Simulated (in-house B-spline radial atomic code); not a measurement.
# The iodine ion I²⁺: [Kr] 4d10 5s2 5p3

Computed with a B-spline radial code for spherical atoms: non-relativistic M06-L, spin-polarised, spherical fractional occupations, point nucleus.

Screening seen three ways: the hydrogenic charge with the same mean radius, Z_r = [3n² - l(l+1)]/(2<r>), the one with the same energy, Z_e = n√(-2ε), and Slater's rules. Values are occupation-weighted means over spin.

```json
{"shell": "1s", "electrons": "2", "ε (eV)": "-31718", "<r> (bohr)": "0.02868", "Z_r": "52.30", "Z_e": "48.28", "Slater": "52.70"}
{"shell": "2s", "electrons": "2", "ε (eV)": "-4816.4", "<r> (bohr)": "0.1233", "Z_r": "48.64", "Z_e": "37.63", "Slater": "48.85"}
{"shell": "2p", "electrons": "6", "ε (eV)": "-4521.2", "<r> (bohr)": "0.1052", "Z_r": "47.54", "Z_e": "36.46", "Slater": "48.85"}
{"shell": "3s", "electrons": "2", "ε (eV)": "-994.57", "<r> (bohr)": "0.3265", "Z_r": "41.35", "Z_e": "25.65", "Slater": "41.75"}
{"shell": "3p", "electrons": "6", "ε (eV)": "-869.78", "<r> (bohr)": "0.3175", "Z_r": "39.36", "Z_e": "23.99", "Slater": "41.75"}
{"shell": "3d", "electrons": "10", "ε (eV)": "-640.45", "<r> (bohr)": "0.2889", "Z_r": "36.35", "Z_e": "20.58", "Slater": "31.85"}
{"shell": "4s", "electrons": "2", "ε (eV)": "-192.49", "<r> (bohr)": "0.7689", "Z_r": "31.21", "Z_e": "15.05", "Slater": "25.25"}
{"shell": "4p", "electrons": "6", "ε (eV)": "-148.45", "<r> (bohr)": "0.8038", "Z_r": "28.61", "Z_e": "13.21", "Slater": "25.25"}
{"shell": "4d", "electrons": "10", "ε (eV)": "-73.877", "<r> (bohr)": "0.9099", "Z_r": "23.08", "Z_e": "9.32", "Slater": "13.85"}
{"shell": "5s", "electrons": "2", "ε (eV)": "-34.176", "<r> (bohr)": "1.973", "Z_r": "19.00", "Z_e": "7.92", "Slater": "8.30"}
{"shell": "5p", "electrons": "3", "ε (eV)": "-25.468", "<r> (bohr)": "2.209", "Z_r": "16.52", "Z_e": "6.84", "Slater": "8.30"}
```

The least bound orbital is 5p up at -25.47 eV, and it is also the most diffuse (<r> = 2.209 bohr).

The density falls to 0.001 bohr⁻³ at 3.894 bohr; Σ<r²> = 42.568 bohr² gives, by the non-relativistic formula and without the paramagnetism of open shells, a Langevin diamagnetic susceptibility of -33.71×10⁻⁶ cm³/mol.
